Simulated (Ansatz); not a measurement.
H8HfN4, SMILES `[NH2][Hf]([NH2])([NH2])[NH2]`. Charge 0, multiplicity 1. Hf: def2 effective core potential.

Z-matrix (Å, degrees):
```
Hf
N 1 2.048
N 1 2.048 2 109.9
N 1 2.048 2 109.9 3 119.4
N 1 2.048 2 108.5 3 -120.3
H 2 1.010 1 127.0 3 -14.0
H 2 1.011 1 124.3 3 160.8
H 3 1.011 1 124.2 2 79.9
H 3 1.010 1 127.1 2 -105.4
H 4 1.010 1 127.1 2 13.8
H 4 1.011 1 124.3 2 -161.0
H 5 1.010 1 127.0 2 -134.1
H 5 1.011 1 124.3 2 40.8
```

(1) What are the harmonic wavenumbers in cm⁻¹ at PBE0-D4/def2-TZVP (Ansatz, finite differences of forces, unscaled)? (Estimate.)

(2) Is this a minimum?

(3) Give the ideal-gas thermochemistry at 298.15 K and 1 bar (rigid rotor, harmonic oscillator; point group S4, symmetry number 2).

(4) Rotational constants (cm⁻¹)?

Answers

(1) The calculation gave: 99, 100, 135, 136, 148, 183, 184, 307, 316, 422, 427, 427, 444, 468, 468, 488, 513, 609, 609, 609, 630, 1542, 1543, 1543, 1545, 3566, 3566, 3566, 3568, 3658, 3658, 3659, 3659.

(2) Yes, all 33 modes are real.

(3) Zero-point energy 256.0 kJ/mol; H(298) − E = 287.3 kJ/mol; entropy 414.3 J/(mol·K), of which translation 177.3, rotation 108.7, vibration 128.2; G(298) − E = 163.7 kJ/mol. Modes under 100 cm⁻¹ are hindered rotations or soft bends, so the harmonic entropy is rough.

(4) 0.0866, 0.08464, 0.0846.
